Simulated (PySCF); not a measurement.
Species: C4H2N4O.
Atom-mapped SMILES: `[H]/[N:4]=[C:3](\[C:2]#[N:1])[c:5]1[n:6][cH:7][o:8][n:9]1`

Probes without a nucleus sit at each ring's centroid and 1 Å off its mean plane on both sides; NICS is minus the shielding there, NICSzz its component along the normal. Level: GIAO PBE0/pcSseg-1 (PySCF, non-relativistic, gas phase) on the GFN2-xTB geometry, one conformer.

Ring bond lengths (Å), with Mayer bond orders in brackets: C5–N6 1.365 (1.26), N6–C7 1.290 (1.70), C7–O8 1.334 (1.12), O8–N9 1.345 (1.01), N9–C5 1.310 (1.60).

Question: What do the NICS probes read (ppm)?

Answer: 
| ring | type | NICS(0) | NICS(1), two faces | NICS(1)zz, two faces | rms pucker (Å) | centre to ring atoms, mean (Å) |
| --- | --- | --- | --- | --- | --- | --- |
| C5–N6–C7–O8–N9 | 5-membered ring with 2 N and O; formal bonds all aromatic | -11.4 | -11.2 / -11.2 | -28.6 / -28.6 | 0.00 | 1.13 |

Question: What do they say, and how far can they be read as aromaticity?

Answer: 
- C5–N6–C7–O8–N9: mean NICS(1)zz -28.6 ppm, shielded, aromatic by this magnetic criterion (flat ring, no four-coordinate atom).

Question: How equal are the bonds by HOMA? Use HOMA with the parameters of Krygowski (1993).

Answer: 
- C5–N6–C7–O8–N9: HOMA 0.68; the largest term is that of C7–O8, α(R − Ropt)² = 0.75.

Question: How shielded are the nuclei of the rings and their hydrogens (means over atoms taken as equivalent)?

Answer: 
```
  atoms                          environment  σ isotropic (ppm)
     C5          substituted aromatic carbon               13.4
     N6               pyridine-type nitrogen              -17.7
     C7  aromatic CH next to a ring nitrogen               14.3
     O8                          ring oxygen              -92.3
     N9               pyridine-type nitrogen             -154.3
H on C7                    aromatic hydrogen              22.88
```

Hardware: one thread, Intel Xeon Platinum 8259CL at 2.50 GHz (x86_64), shared host with 96 logical CPUs at a one-minute load of 45. Cost: 25 s, 0.72 GiB resident at most. This is the whole shielding run at PBE0/pcSseg-1, SCF included.

The values belong to the conformer `[H]/[N:4]=[C:3](\[C:2]#[N:1])[c:5]1[n:6][cH:7][o:8][n:9]1`: C2–C3–C5–N6 180°.
